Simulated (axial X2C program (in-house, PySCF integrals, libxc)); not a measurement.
# Mo₂ along the bond: PBE0, 2c

Computed with an axial X2C code built on PySCF integrals. Two-component (2c) means X2C with spin–orbit coupling and atomic mean-field two-electron Coulomb and Gaunt terms. Basis: Mo dyall-cv3z [11s12p9d5f3g] (cores contracted in-house); Gaussian nuclei, density fitting, unrestricted open shells. Masses: Mo 97.905 u.

State: Ω = 5 (⟨Sz⟩ = 4.99, ⟨Lz⟩ = 0.01 at PBE0).

Results along the bond:

```
R (Å)  HOMO (eV)  LUMO (eV)
2.580      -4.68      -1.93
2.699      -4.65      -2.09
2.788      -4.58      -2.20
2.877      -4.51      -2.30
2.966      -4.45      -2.39
3.070      -4.38      -2.49
3.174      -4.31      -2.59
3.307      -4.23      -2.70
3.470      -4.14      -2.83
3.708      -4.03      -3.00
```

One determinant describes the state; a PBE0 search over occupations chose it and may have missed a lower one. Density functionals use the spin component along the axis (collinear). Other states lie close and PBE0, whose exact exchange favours high spin, may order them wrongly; the determinant shown need not be the ground state. The nearest other 2c determinant of the search, Ω = 6, lies 0.34 eV up at the distance of the search. With several unpaired electrons one determinant need not be a pure state. Open-shell Ω = 0 determinants with evenly filled partner blocks cannot be reached by this program, so the Ω shown need not be the lowest component.
